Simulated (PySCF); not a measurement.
## Potential energy of SnN along the bond

Set-up: PySCF, scalar-relativistic core potentials, basis sets Sn def2-SVPD with ECP28, N def2-SVPD. Energies in eV from Sn + N in their ground configurations at the same level. All curves are PBE0. state 1: ²Π (doublet), unpaired electrons π ↑; state 2: ²Σ⁺ (doublet), unpaired electrons σ ↑, a second solution, started from another occupation; state 3: ⁴Π (quartet), unpaired electrons π ↑↑↑, a second solution, started from another occupation; state 4: sextet, unpaired electrons σ ↑, π ↑↑↑↑, a second solution, started from another occupation.

```tsv
R (Å)	state 1	state 2	state 3	state 4
1.709	-1.329	-1.793	1.671	4.0750
1.788	-2.024	-2.209	0.498	2.8605
1.868	-2.384	-2.344	-0.307	1.9894
1.927	-2.498	-2.323	-0.729	1.5042
1.987	-2.519	-2.234	-1.030	1.1286
2.047	-2.478	-2.105	-1.234	0.8386
2.126	-2.362	-1.898	-1.390	0.5525
2.225	-2.162	-1.621	-1.447	0.3104
2.345	-1.884	-1.302	-1.380	0.1300
2.504	-1.503	-0.939	-1.160	0.0000
```

Task: Put a parabola through the three lowest points of the state 1 curve and estimate Re, k and ωe (reduced mass 12.54 u; 1 eV/Å² = 0.16022 mdyn/Å; ωe = 1302.8·√(k/μ) cm⁻¹).

Result: Through R = 1.927, 1.987, 2.047 Å the second-order coefficient is 8.61 eV/Å², so Re ≈ 1.977 Å, k ≈ 2.76 mdyn/Å and ωe ≈ 611 cm⁻¹. A polynomial fit of higher order to the unrounded PBE0 energies gives Re = 1.974 Å, k = 3.06 mdyn/Å, ωe = 643 cm⁻¹; anharmonicity and rounding make the difference.

The higher-order fit for each curve: state 1: Re = 1.974 Å, ωe = 643 cm⁻¹, De = 2.52 eV; state 2: Re = 1.882 Å, ωe = 745 cm⁻¹, minimum 2.35 eV below the ground-state fragments; state 3: Re = 2.223 Å, ωe = 480 cm⁻¹, minimum 1.45 eV below the ground-state fragments. State 4 gave no clean fit.

⟨S²⟩ of the unrestricted solution departs from its pure value on part of the curve, where spin states mix. These are scalar-relativistic numbers at best; spin–orbit coupling would shift them, the dissociation energy most. The state was picked by a PBE0 search and need not be the measured ground state.
